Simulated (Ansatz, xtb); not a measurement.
# Isomers of C3H4B2F2O2 in order of energy

3 gas-phase structures of C3H4B2F2O2, from a drawn sample of its isomers (lower ones may exist). Each was relaxed with GFN2-xTB; where two conformers were screened, the lower at r2SCAN-D4/def2-SVP is listed:

A. `OB(O)CC#CB(F)F`, a singlet
B. `FB(F)/C=C1/COBO1`, a singlet
C. `C=C=C(B(O)O)B(F)F`, a singlet

Problem. Which do you expect lowest at r2SCAN-D4/def2-SVP, and how would the others follow?

Solution. Calculated order at r2SCAN-D4/def2-SVP: B (0.000), C (0.011), A (0.140) eV. Less than 1 kcal/mol parts B and C, so the order within that pair means little. CCSD(T)/def2-SVP + ΔMP2/def2-TZVPP after further relaxation puts A lowest instead.

Energies above the lowest of each column, in eV; the last columns are at B3LYP/def2-SVP geometries:

| structure | GFN2-xTB | HF/STO-3G | r2SCAN-D4/def2-SVP | B3LYP/def2-SVP | CCSD(T)/def2-SVP + ΔMP2/def2-TZVPP |
| --- | --- | --- | --- | --- | --- |
| B | 0.000 | 0.000 | 0.000 | 0.009 | 0.181 |
| C | 1.467 | 2.246 | 0.011 | 0.000 | 0.020 |
| A | 1.285 | 1.642 | 0.140 | 0.064 | 0.000 |

CCSD(T)/def2-SVP + ΔMP2/def2-TZVPP puts A lowest, with C within 1 kcal/mol; GFN2-xTB picks B, HF/STO-3G picks B, r2SCAN-D4/def2-SVP picks B. CCSD(T)/def2-SVP + ΔMP2/def2-TZVPP orders those it was run on as A (0.000), C (0.020), B (0.181) eV. Less than 1 kcal/mol parts A and C, so the order within that pair means little. Flexible structures stand in one conformer each, not always the lowest. ΔMP2 is the change of the MP2 energy from the smaller to the larger basis.

Programs: Ansatz 0.2.0, xtb 6.7.1.
